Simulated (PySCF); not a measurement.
C5H10OSi.
Numbering: `[CH2:1]=[CH:2][O:3][C:4](=[CH2:5])[CH2:6][SiH3:7]` (hydrogens: H8, H9 on C1; H10 on C2; H11, H12 on C5; H13, H14 on C6; H15, H16, H17 on Si7)

The calculation used core-valence-separated Tamm–Dancoff BHandHLYP/aug-pcX-1 (pcseg-1 on H, def2-SVPD on Si) in PySCF, non-relativistic, gas phase, PBE0-D3(BJ)/def2-SVP geometry. BHandHLYP without relativity tends to put these K edges a few eV too low, so spacings mean more than positions.

Task: Give energies, oscillator strengths and core holes at the O K edge.

Result: 
```csv
E (eV),f,core hole on,main final orbital
534.00,0.0186,O3,LUMO+4 (45 %)
534.16,0.0033,O3,LUMO+1 (43 %)
535.12,0.0031,O3,LUMO (43 %)
535.60,0.0166,O3,spread
535.78,0.0025,O3,LUMO+3 (41 %)
536.03,0.0028,O3,LUMO+2 (51 %)
536.27,0.0028,O3,LUMO+5 (52 %)
```

The first line with a tenth or more of the strongest one's intensity is at 534.00 eV (f = 0.019), with the hole on O3 (ether oxygen). It is also the strongest listed.

Task: What does the C 1s absorption edge look like?

Result: 
| E (eV) | f | core hole on | main final orbital | polarisation |
| --- | --- | --- | --- | --- |
| 282.80 | 0.0553 | C1 | spread | normal to the local trigonal plane |
| 283.05 | 0.0508 | C5 | spread | normal to the local trigonal plane |
| 284.23 | 0.0687 | C2 | spread | normal to the local trigonal plane |
| 284.61 | 0.0725 | C4 | spread | normal to the local trigonal plane |
| 285.48 | 0.0089 | C5 | LUMO (45 %) | in the local trigonal plane |
| 285.49 | 0.0086 | C6 | LUMO (69 %) | – |
| 285.62 | 0.0097 | C1 | LUMO+2 (57 %) | in the local trigonal plane |
| 285.77 | 0.0067 | C6 | spread | – |
| 285.94 | 0.0245 | C5 | spread | in the local trigonal plane |
| 286.10 | 0.0234 | C1 | spread | in the local trigonal plane |
| 286.13 | 0.0313 | C6 | LUMO+6 (37 %) | – |
| 286.49 | 0.0042 | C5 | LUMO+1 (46 %) | mixed |
| 286.56 | 0.0282 | C6 | spread | – |
| 286.76 | 0.0080 | C5 | LUMO+5 (30 %) | mixed |
| 286.89 | 0.0028 | C5 | LUMO+5 (31 %) | mixed |
| 286.96 | 0.0032 | C1 | LUMO (33 %) | mixed |
| 287.04 | 0.0051 | C1 | LUMO+8 (32 %) | normal to the local trigonal plane |
| 287.07 | 0.0032 | C6 | LUMO+1 (36 %) | – |
| 287.22 | 0.0046 | C6 | spread | – |
| 287.27 | 0.0006 | C5 | LUMO+2 (54 %) | – |
| 287.28 | 0.0042 | C1 | spread | in the local trigonal plane |
| 287.34 | 0.0032 | C6 | spread | – |
| 287.35 | 0.0001 | C1 | LUMO+4 (34 %) | – |

The first line with a tenth or more of the strongest one's intensity is at 282.80 eV (f = 0.055), with the hole on C1 (terminal =CH2 carbon), polarised normal to the local trigonal plane: a 1s→π* resonance. The strongest listed is at 284.61 eV (f = 0.072; C4, 1s→π*).

Roots within 0.03 eV whose holes lie on the same, on equivalent or on shared atoms are summed into one line, and the highest roots are left out, as the search may have cut off their partners. Final orbitals are the ground state's empty Kohn–Sham orbitals. A dash: too weak, shared between unlike atoms, or no plane or axis to refer to.

Task: What length of transition dipole belongs to the line at 535.60 eV?

Result: From f = (2/3) ΔE |μ|² in atomic units, with ΔE = 19.683 Eh and f = 0.0166: |μ| = 0.036 au = 0.09 D.

The ionisation thresholds weren't computed; near and above them a finite basis only mimics Rydberg series and continuum.

The values belong to the conformer `[CH2:1]=[CH:2][O:3][C:4](=[CH2:5])[CH2:6][SiH3:7]`: C1–C2–O3–C4 -151°, C2–O3–C4–C5 21°, O3–C4–C6–Si7 69°.
